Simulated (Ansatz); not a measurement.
**Ligand exchange: C2H4ClI + SiH(CH3)Cl2 → C2H5I + Si(CH3)Cl3**

Gas-phase species: C2H4ClI `CC(Cl)I`, singlet; SiH(CH3)Cl2 (methyldichlorosilane), singlet; C2H5I `CCI`, singlet; Si(CH3)Cl3 (methyltrichlorosilane), singlet. The partners trade Cl for H: C–Cl and Si–H bonds give way to C–H and Si–Cl.

Shapes, held fixed at every level: PBE0-D4/def2-TZVP. Programs: Ansatz 0.2.0. The zero-point and thermal change to 298 K, harmonic and unscaled (PBE0-D4/def2-TZVP), is +7.4 kJ/mol.

```csv
level,kind,ΔH(298 K) (kJ/mol),less CCSD(T)/def2-TZVPP,CPU time (sum over the molecules)
PBE-D4/def2-TZVPP,GGA,-156.0,+4.5,27 s
B3LYP-D4/def2-TZVPP,global hybrid,-160.9,-0.4,50 s
BHLYP-D4/def2-TZVPP,global hybrid,-167.8,-7.3,39 s
PBE0-D4/def2-TZVPP,global hybrid,-162.8,-2.3,35 s
r2SCAN0-D4/def2-TZVPP,global hybrid,-168.4,-7.9,58 s
wB97M-V/def2-TZVPP,range-separated hybrid,-164.7,-4.2,2.1 min
MP2/def2-SVP,perturbation theory,-163.0,-2.5,–
CCSD(T)/def2-TZVPP,coupled cluster or CI,-160.5,0.0,–
```

The highest level, CCSD(T)/def2-TZVPP, gives ΔH(298 K) = -160.5 kJ/mol; the levels span -168.4 to -156.0. The column of differences is taken from that level and isn't an error. No measured value is set beside it here. For atoms past krypton def2 sets carry core potentials with scalar relativity. Outer-core shells of I are correlated, in sets that cover them unevenly. Times are processor times on shared x86 and Arm servers, and rough.
